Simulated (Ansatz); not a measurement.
Reaction (atomization): `F[C@@H]1B[Si@H](Cl)C1` → B• + 2 C• + Cl• + F• + 5 H• + Si•

Calculated with Ansatz (gas phase, PBE0-D4/def2-TZVP geometries, no zero-point term in ΔE). CCSD(T)/CBS adds triple-zeta CCSD(T) − MP2 to the extrapolated MP2 energy (def2 sets, frozen cores). This one scheme is used for every species, atoms too. DFT in def2-TZVPP. No spin–orbit coupling; open shells (•) take unrestricted orbitals. Spin–orbit coupling would lower the free atoms: a little for B, C, Cl, F, Si.

`F[C@@H]1B[Si@H](Cl)C1`:

```xyz
11

F     0.194   -1.334    1.996
C    -0.056   -0.632    0.867
B    -0.937   -0.997   -0.313
Si   -0.128    0.663   -1.110
Cl    1.090    0.287   -2.729
C     0.839    0.541    0.530
H    -1.152   -0.149    0.967
H    -1.725   -1.878   -0.425
H    -0.835    1.939   -1.382
H     0.849    1.356    1.253
H     1.860    0.202    0.346
```

(1) What is ΔE at CCSD(T)/CBS? (Best estimate.)

(2) What do these levels give: PBE-D4, PBE0-D4, ωB97X-V, PBE, r2SCAN, PBE0, MP2/def2-TZVPP, CCSD/def2-TZVPP, MP2/def2-QZVPP, SCS-MP2/def2-QZVPP, HF/CBS(def2), MP2/CBS(def2)? (Estimate.)

Largest T1 diagnostic among the species: 0.014.

## Answers

(1) Ansatz gave: +4035.0 kJ/mol.

(2) The calculation gave: PBE-D4 4159.7, PBE0-D4 4092.1, ωB97X-V 4070.9, PBE 4132.4, r2SCAN 4080.8, PBE0 4068.9, MP2/def2-TZVPP 4025.9, CCSD/def2-TZVPP 3858.4, MP2/def2-QZVPP 4089.5, SCS-MP2/def2-QZVPP 4042.5, HF/CBS(def2) 2984.0, MP2/CBS(def2) 4133.7 kJ/mol.

From PBE to PBE0 (25 % exact exchange), in def2-TZVPP and without D4, ΔE moves by −63.4 kJ/mol: exact exchange takes away binding that semilocal exchange gives to molecules. The D4 term adds +44.2 kJ/mol with B3LYP and +23.1 kJ/mol with PBE0; it sums over pairs of atoms, weighted by their polarisabilities, and B3LYP, whose exchange is more repulsive, gets the larger term.

B3LYP here is the variant with VWN-RPA as its local correlation; programs differ in this.

For atomizations the MP2-based limit and the directly extrapolated one differ by several kJ/mol either way, and by 10 to 25 for some Ge, Se and Sn compounds, so smaller differences from it don't rank the levels.
